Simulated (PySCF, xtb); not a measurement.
BCl2Br, SMILES ClB(Cl)Br.

Geometry: PBE0-D3(BJ)/def2-SVP.

These are C-PCM-PBE0/def2-SVP run with PySCF values and carry that method's errors.

The values are the electrostatic part of the solvation free energy, E(continuum) − E(gas) at the gas-phase geometry, in a cavity of scaled van der Waals radii (PySCF's table); cavitation and dispersion terms are not included. In vacuum the orbital gap is 6.95 eV. The dipole moment in vacuum is 0.04 D.

Computed values in water (ε = 78.36), acetone (ε = 20.49), diethylether (ε = 4.24):
| solvent | ε | ΔG(elec) (kcal/mol) | dipole (D) | gap (eV) |
|---|---|---|---|---|
| water | 78.36 | -0.6 | 0.04 | 7.03 |
| acetone | 20.49 | -0.6 | 0.04 | 7.02 |
| diethylether | 4.24 | -0.5 | 0.04 | 7.01 |

For comparison, GFN2-xTB/ALPB(water) (xtb, at the GFN2-xTB geometry, all terms of that model) gives -0.3 kcal/mol.
